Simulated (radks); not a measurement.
Ar4+, 14 electrons, occupied as [Ne] 3s1 3p2 4s1 (not the ground configuration). All-electron calculation, scalar-relativistic Kohn-Sham, PBE, spin-polarised, spherical densities, finite nucleus; open shells are filled with parallel spins first; Fermi nuclear charge, rms radius 3.4274 fm. Program: a radial shooting solver on a logarithmic mesh with Libxc functionals.

Local quantities along the radius. ELF = 1/(1 + alpha^2) is the electron localisation function; alpha = (tau - tau_W)/tau_unif compares the Pauli kinetic energy density with that of the uniform gas (summed over spins); -r V(r) is the screened charge that the Kohn-Sham potential of spin up presents (atomic units). tau is taken from the large components.

r (bohr),ELF,alpha,-r V(r)
0.003613,1.000,0.01177,17.85
0.004668,1.000,0.01223,17.79
0.005981,1.000,0.01291,17.72
0.007726,1.000,0.01397,17.63
0.009981,1.000,0.01553,17.51
0.01289,1.000,0.01787,17.36
0.01665,1.000,0.02149,17.16
0.02134,0.999,0.02709,16.92
0.02757,0.999,0.03693,16.61
0.03561,0.997,0.05513,16.21
0.046,0.992,0.09222,15.74
0.05942,0.970,0.1765,15.17
0.07676,0.870,0.3869,14.49
0.09836,0.567,0.8741,13.74
0.1271,0.273,1.632,12.85
0.1641,0.279,1.609,11.87
0.212,0.551,0.9026,10.90
0.2739,0.792,0.5122,9.858
0.3509,0.861,0.4024,8.855
0.4533,0.806,0.4903,7.901
0.5856,0.418,1.181,7.082
0.7564,0.180,2.138,6.379
0.9771,0.638,0.7531,6.098
1.252,0.791,0.5135,5.703
1.617,0.389,1.255,5.228
2.089,0.127,2.622,4.883
2.699,0.550,0.9039,4.809
3.486,0.962,0.1988,4.549
4.468,0.996,0.06423,4.479
5.771,0.999,0.03185,4.276

On this mesh the ELF has minima near r = 0.14, 0.76, 2.1 bohr, which separate the shells, and maxima near 0.35 (0.86), 1.3 (0.79).
